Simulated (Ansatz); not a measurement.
Geometry optimisation, Ansatz, RKS PBE0-D4/def2-SVP.

Input:

```yaml
crystal:
  periodic: [false, false, false]
  atoms:
    - { symbol: In, position_ang: [-0.4387, -0.2073, -0.6602] }
    - { symbol: Br, position_ang: [0.7004, -1.0393, 2.0546] }
    - { symbol: Cl, position_ang: [0.5284, -1.2482, -2.4724] }
    - { symbol: Cl, position_ang: [-2.6461, 0.4284, -0.5558] }
    - { symbol: H, position_ang: [1.0016, 0.7409, 1.2005] }
    - { symbol: H, position_ang: [0.8544, 1.3254, 0.4334] }
basis:
  gaussian: { orbitals: def2-SVP }
hamiltonian:
  xc: pbe0
  dispersion: d4
relax:
  f_tol: 0.15
  max_steps: 25
  restrain:
    - { distance: [0, 5], at: 1.73, k: 30.0 }
    - { distance: [4, 1], at: 1.51, k: 30.0 }
    - { distance: [0, 1], at: 3.92, k: 30.0 }
    - { distance: [4, 5], at: 1.92, k: 30.0 }
output:
  orbitals: {}
```

Run as:

```bash
$ ansatz run input.yaml --threads 2 --pin off --max-ram 3072MiB --backend cpu --events-out ev --progress --plain --runs-dir out
```

Question: Where does it end, and by what steps?

Answer: It converged. The restraints hold the end off the free minimum. After 5 steps the energy has fallen by 0.738 eV (the restraints' own energy left out); H5 moved furthest, 0.69 Å. Parted: In1–Br2. Joined: In1–H6, Br2–H5.

| step | energy less start (eV) | largest force component (eV/Å) | accepted |
| --- | --- | --- | --- |
| 0 | 0.0000 | 2.017 | yes |
| 1 | 0.3875 | 1.717 | yes |
| 2 | -0.1091 | 2.293 | yes |
| 3 | -0.6560 | 1.348 | yes |
| 4 | -0.7333 | 0.993 | yes |
| 5 | -0.7379 | 0.901 | yes |

```xyz
6
Properties=species:S:1:pos:R:3
In -0.436 0.218 -0.927
Br 1.007 -0.872 2.542
Cl 0.369 -1.207 -2.591
Cl -2.763 0.378 -0.825
H 1.225 0.326 1.709
H 0.597 1.156 0.092
```

Whether the end is a true minimum wasn't checked by a vibrational analysis.

Run time: 19 s on 2 threads of Intel(R) Xeon(R) 6975P-C (Granite Rapids), with other jobs on the host, peak memory 0.27 GiB.
